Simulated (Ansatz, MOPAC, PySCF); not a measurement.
Pair of molecules: HF (SMILES F) (first 2 atoms) with H2 (SMILES [H][H]); geometry from B3LYP-D3(BJ)/def2-TZVP, rigid monomers moved along the line of their centres of mass till H2···H4 is 2.26 Å.
(charge 0, multiplicity 1):
```xyz
4

F     -0.082     0.194    -0.504
H     -0.069     0.099     0.418
H     -0.087    -0.489     2.603
H      0.012     0.247     2.674
```

Monomers are frozen at their geometry in the pair; levels with a basis set take the counterpoise correction.

Correlated levels freeze the cores. CBS: X⁻³ extrapolation of the correlation energy, Hartree–Fock from the larger set. The state that PM7 reach isn't checked; PM7 holds dispersion and hydrogen-bond terms.

Programs: Ansatz (Gaussian orbitals); MOPAC for PM7 (differences of heats of formation); PySCF for the dispersion terms. Each number belongs to the level named beside it.

Estimate the interaction energy that CCSD(T)/CBS(aug-cc-pVTZ, aug-cc-pVQZ) returns for this input.

-41 meV

Give the interaction energy at the level PM7.

-19 meV

What interaction energy does r2SCAN-D4/def2-TZVPPD give?

-38 meV

Ansatz is a program for electronic structure.
